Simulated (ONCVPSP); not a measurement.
**Ranking ONCV potentials for Sr (Z = 38)**

All share these settings but for the change named:

| Quantity | Value |
| --- | --- |
| Element | Sr (Z = 38) |
| Generator | ONCVPSP 4.0.1 |
| Type | optimised norm-conserving Vanderbilt (ONCV) |
| Functional | PBE |
| Relativity | scalar-relativistic |
| Frozen core | [Ar] 3d10 |
| Valence charge | 10 |
| Reference configuration | 4s2 4p6 5s2 |
| Partial waves | 4s+5s: rc 2.50 bohr, ncon 3, nbas 7, qcut 4.5 1/bohr, 2 projectors; 4p: rc 1.70 bohr, ncon 5, nbas 9, qcut 5.5 1/bohr, 2 projectors, debl 3.7 Ha; d scattering state at 0.19 Ha: rc 2.45 bohr, ncon 5, nbas 9, qcut 4.1 1/bohr, 1 projector; f scattering state at 0.38 Ha: rc 2.65 bohr, ncon 4, nbas 7, qcut 4.1 1/bohr, 2 projectors, debl 3.3 Ha |
| Local potential | polynomial inside 1.15 bohr (lpopt 5, dvloc0 4 Ha) |
| Core correction | none |

In the d channel the program set the typed energies aside and used 0.050 Ha.

Test errors are all-electron minus pseudo excitation energies from the reference, over 4s2 4p6 5s1; 4s2 4p6 5s0; 4s2 4p6 5s1.5; 4s1 4p6 5s2. None of these files shows a bound ghost.

The base gives 304.8 meV.

Of 7 variants that were run, those that failed, showed a ghost or another fault, or gave nearly equal values are left out.

A variant can come out equal or close to the base, since the largest error may sit in a test that the change hardly touches while other tests move.

**Question.** Rank these variants by their largest absolute test error, smallest first.
A. s: qcut 5.3; p: qcut 6.5; d: qcut 4.8; f: qcut 4.8
B. s: qcut 4.8; p: qcut 5.9; d: qcut 4.4; f: qcut 4.4
C. s: qcut 6.4; p: qcut 7.9; d: qcut 5.9; f: qcut 5.9

**Answer.** C (135.5 meV), A (243.8 meV), B (285.7 meV).
